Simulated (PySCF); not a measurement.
A PySCF script (with the pyscf-properties extension) for the NMR shieldings of `CC[C@@H](C)N(C)NC`, C6H16N2, on a PBE0-D3(BJ)/def2-SVP geometry:

```python
import basis_set_exchange as bse
import numpy as np
from pyscf import gto, dft
from pyscf.prop import nmr

atoms = """
C     2.028316   -1.424645   -0.550757
C     1.889131   -0.184534    0.315264
C     0.472203    0.044682    0.840419
C     0.396481    1.268160    1.752315
N    -0.503642    0.053751   -0.246154
C    -0.415895    1.144407   -1.184165
N    -1.797569   -0.173530    0.222950
C    -2.574770   -1.023982   -0.643671
H     1.748437   -2.329998    0.011235
H     3.061858   -1.554843   -0.906138
H     1.362657   -1.370275   -1.424179
H     2.558590   -0.255614    1.188885
H     2.230451    0.707925   -0.239538
H     0.189733   -0.838215    1.437109
H     0.703288    2.189076    1.230713
H     1.057969    1.146421    2.623465
H    -0.627264    1.409208    2.132086
H     0.606659    1.237020   -1.578640
H    -0.704490    2.129334   -0.753317
H    -1.077338    0.948508   -2.042176
H    -2.288577    0.706579    0.405005
H    -2.116544   -2.023398   -0.684794
H    -2.676145   -0.658303   -1.687281
H    -3.587831   -1.129089   -0.225327
"""
names = dict.fromkeys(["C", "N", "H"], "pcSseg-1")
basis = {el: gto.basis.parse(bse.get_basis(n, elements=[el], fmt="nwchem")) for el, n in names.items()}
mol = gto.M(atom=atoms, basis=basis, charge=0, verbose=0)
mf = dft.RKS(mol, xc="PBE0")
mf.grids.level = 2
mf.grids.alignment = dft.numint.BLKSIZE   # the property module wants whole blocks of grid points
mf.conv_tol = 1e-9
mf.kernel()

calc = nmr.RKS(mf)   # GIAO
C = mf.mo_coeff
Co = C[:, mf.mo_occ > 0]
resp = mf.gen_response(singlet=True, hermi=2)
def vind(x):   # induced exchange potential for any number of trial vectors
    d = np.einsum("pi,xij,qj->xpq", C, 2 * x.reshape(-1, C.shape[1], Co.shape[1]), Co, optimize=True)
    return np.einsum("xpq,pi,qj->xij", resp(d - d.transpose(0, 2, 1)), C, Co, optimize=True).ravel()
mo1, _ = nmr.rhf.solve_mo1(calc, with_cphf=vind)
sigma = calc.kernel(mo1)
for i, s in enumerate(sigma):   # ppm
    print("%2d %-2s %9.2f" % (i, mol.atom_pure_symbol(i), np.trace(s) / 3))
```

Q: What are the results?

A: 
```
 0 C     171.49
 1 C     154.24
 2 C     120.73
 3 C     172.45
 4 N     180.43
 5 C     155.59
 6 N     162.21
 7 C     147.93
 8 H      30.53
 9 H      30.40
10 H      29.84
11 H      30.14
12 H      30.22
13 H      28.64
14 H      30.53
15 H      30.85
16 H      30.14
17 H      29.14
18 H      29.83
19 H      28.75
20 H      30.27
21 H      28.77
22 H      28.59
23 H      28.93
```

These numbers come from an equivalent density-fitted implementation of the same equations, which agrees with the script to about 0.01 ppm for H and up to a few tenths of a ppm for heavy atoms, so last digits may differ.

Q: Turn these shieldings into chemical shifts. References, each an isolated molecule treated in the same way: 13C (184.41 ppm), 1H (31.27 ppm) against TMS; 15N (265.67 ppm) vs NH3.

A: Averaging equivalent atoms: C 2: 63.7; C 7: 36.5; C 1: 30.2; C 5: 28.8; C 0: 12.9; C 3: 12.0; N 6: 103.5; N 4: 85.2; H 13: 2.63; H 21/22/23: 2.50; H 17/18/19: 2.03; H 11: 1.12; H 12: 1.05; H 8/9/10: 1.01; H 20: 1.00; H 14/15/16: 0.76 ppm. Experimental scales use liquid or dissolved standards, which lie at an offset from isolated NH3 (liquid NH3: subtract about 20 ppm).

Size and cost of the density-fitted run: 216 basis functions, 43 s wall time on 1 thread of an Arm Neoverse V1, shared host; peak memory 1 GiB.
